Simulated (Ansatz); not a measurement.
Input file for Ansatz (a quantum-chemistry and plane-wave program): R-CCSD(T)/aug-cc-pVTZ on BFHO (SMILES [OH+]=BF), atoms moved off the minimum. Charge +1.

Ansatz 0.2 input:
```yaml
crystal:
  periodic: [false, false, false]
  atoms:
    - {symbol: O, position_ang: [-1.12145906, 0.11258429, 0.22625593]}
    - {symbol: B, position_ang: [-0.02847501, -0.03802420, 0.05279058]}
    - {symbol: F, position_ang: [1.28345145, -0.01039071, -0.33889105]}
    - {symbol: H, position_ang: [-1.91315545, -0.10233126, 0.87070202]}
basis:
  gaussian:
    orbitals: aug-cc-pVTZ
total_charge: 1
magnetization: {spin_polarized: false}
correlation: {method: ccsd_t, electrons: outside_noble_gas}
scf: {lower_state_search: off}
output: {forces: true}
```

The head of its log:

```
Functional definition: HF
[...]
these checks for a lower state are left out or cut short: starts, cluster_reference, orbital_swaps, neighbouring_geometries, increment
integrals: 0.43 GiB planned
977 factors; integrals over basis functions are off by at most 7.2e-4 eV
mean field: 0.32 GiB planned
mean field evaluation 1: about -5419.1548 eV, gradient 6.8e1 eV
mean field evaluation 2: about -5419.1549 eV, gradient 6.8e1 eV
mean field evaluation 4: about -5425.5617 eV, gradient 2.5e0 eV
mean field evaluation 8: about -5425.5807 eV, gradient 6.3e-2 eV
mean field -5425.58068751 eV, -199.3864126753 hartree, gradient 1.6e-6 eV, S^2 0.000000; 0 other end points of the search recorded, 0 dependent functions left out
3 core orbitals not correlated
reference -5425.58068751 eV, -199.3864126753 hartree; 8, 8 occupied and 150, 150 virtual orbitals, 977 factors
densities: 1.27 GiB planned
```

Problem. What total energy does the run end on?

Solution. -199.9759 hartree (reference determinant -199.3864, T1 diagnostic 0.015).
